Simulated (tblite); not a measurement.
Compound: C₅H₁₁OS (doublet state).
SMILES with atom numbers: `[CH2:1][S:2][C:3]([CH3:4])([CH3:5])[O:6][CH3:7]` (hydrogens: H8, H9 on C1; H10, H11, H12 on C4; H13, H14, H15 on C5; H16, H17, H18 on C7)

Structure used (GFN2-xTB), in Å, numbered top down from 1:
```xyz
18
C5H11OS angstrom
C      1.5553   -1.9378    0.2093
S      0.4970   -1.0779    1.2221
C     -0.4469   -0.0555   -0.0603
C     -1.2164   -1.0240   -0.9469
C     -1.3839    0.8471    0.7339
O      0.4573    0.6126   -0.8787
C      1.2221    1.6393   -0.2880
H      2.1630   -2.6780    0.6882
H      1.8923   -1.4551   -0.6880
H     -0.5187   -1.6707   -1.4727
H     -1.7932   -0.4629   -1.6787
H     -1.8853   -1.6331   -0.3459
H     -0.8402    1.4199    1.4813
H     -2.1235    0.2367    1.2442
H     -1.8925    1.5306    0.0559
H      2.0047    1.8798   -1.0056
H      1.6785    1.3018    0.6486
H      0.6214    2.5335   -0.0971
```

Computed values, GFN2-xTB/tblite, gas phase, harmonic and unscaled. The method is semi-empirical: single wavenumbers can be off by several per cent or more. One conformer, not necessarily the lowest. Open shells enter through the occupations alone, without spin polarisation, and single modes of such species can be off by tens of per cent.

Harmonic wavenumbers (cm⁻¹): 87.3, 136.2, 167.3, 181.9, 196.3, 222.2, 244.2, 270.6, 296.4, 319.7, 369.7, 421.0, 503.5, 516.2, 559.9, 819.6, 892.7, 916.7, 949.0, 955.2, 1000.4, 1078.4, 1118.3, 1126.6, 1145.2, 1200.3, 1229.3, 1325.6, 1387.1, 1400.2, 1401.1, 1462.8, 1466.6, 1474.2, 1477.2, 1482.3, 1498.4, 2930.6, 2945.9, 3020.3, 3024.7, 3030.1, 3040.5, 3046.2, 3050.0, 3054.5, 3109.9, 3179.7.

A = 2579, B = 1937, C = 1644 MHz; mass 119.053 u (most abundant isotopes); point group C1, symmetry number 1; spin multiplicity 2.

Task: What is the zero-point energy?

Result: ½Σν̃ = 32366 cm⁻¹ = 387.18 kJ/mol.

Task: Entropy at 350 K, 1 bar (ideal gas, RRHO, classical rotation)?

Result: Translation 171.80, rotation 119.41, vibration 132.73, spin (R ln 2) 5.76: S = 429.7 J/(mol K).

Task: And Cp and H(350 K) − H(0)?

Result: Cp = 176.59 J/(mol K), of which vibrations give 143.33 (their classical limit is 48 R = 399.1); H(350 K) − H(0) = 37.61 kJ/mol without the zero-point energy, 25.97 from vibrations.

Task: Which modes carry the vibrational entropy at 350 K?

Result: 87.3 cm⁻¹: 16.88; 136.2 cm⁻¹: 13.24; 167.3 cm⁻¹: 11.59; 181.9 cm⁻¹: 10.92; 196.3 cm⁻¹: 10.32; 222.2 cm⁻¹: 9.35 J/(mol K); the other 42 give 60.43 together.

Task: Blend soft modes into free rotors: weight 1/[1 + (100 cm⁻¹/ν̃)⁴] for the oscillator and the rest for a rotor with moment μB/(μ + B), μ = h/(8π²ν), B = 10⁻⁴⁴ kg m². What vibrational entropy results?

Result: 129.80 J/(mol K) in place of 132.73, which changes −T·S at 350 K by +1.03 kJ/mol.

Task: What must be added to the electronic energy to get the Gibbs energy at 350 K and 1 bar?

Result: ZPE + [H(350 K) − H(0)] − T·S = 387.18 + 37.61 − 150.40 = 274.39 kJ/mol.

Task: How do the functions run with temperature in this model?

Result: 
```json
{"T (K)": "150", "S (J/(mol K))": "314.8", "Cp (J/(mol K))": "102.8", "H − H(0) (kJ/mol)": "9.47", "G − H(0) (kJ/mol)": "-37.76", "ln q(vib)": "1.94"}
{"T (K)": "250", "S (J/(mol K))": "376.6", "Cp (J/(mol K))": "141.0", "H − H(0) (kJ/mol)": "21.72", "G − H(0) (kJ/mol)": "-72.43", "ln q(vib)": "4.47"}
{"T (K)": "298.15", "S (J/(mol K))": "402.9", "Cp (J/(mol K))": "158.3", "H − H(0) (kJ/mol)": "28.92", "G − H(0) (kJ/mol)": "-91.20", "ln q(vib)": "5.71"}
{"T (K)": "400", "S (J/(mol K))": "454.4", "Cp (J/(mol K))": "193.5", "H − H(0) (kJ/mol)": "46.86", "G − H(0) (kJ/mol)": "-134.90", "ln q(vib)": "8.31"}
{"T (K)": "600", "S (J/(mol K))": "544.2", "Cp (J/(mol K))": "249.9", "H − H(0) (kJ/mol)": "91.52", "G − H(0) (kJ/mol)": "-234.98", "ln q(vib)": "13.23"}
{"T (K)": "900", "S (J/(mol K))": "657.0", "Cp (J/(mol K))": "306.3", "H − H(0) (kJ/mol)": "175.59", "G − H(0) (kJ/mol)": "-415.72", "ln q(vib)": "20.06"}
```

q(vib) and H(0) count from the zero-point level.

Hindered rotation and anharmonicity are outside this model. Other conformers, if any are populated, would add a mixing term that is left out. The structure is chiral; the term R ln 2 for an equal mix with its mirror image is left out.
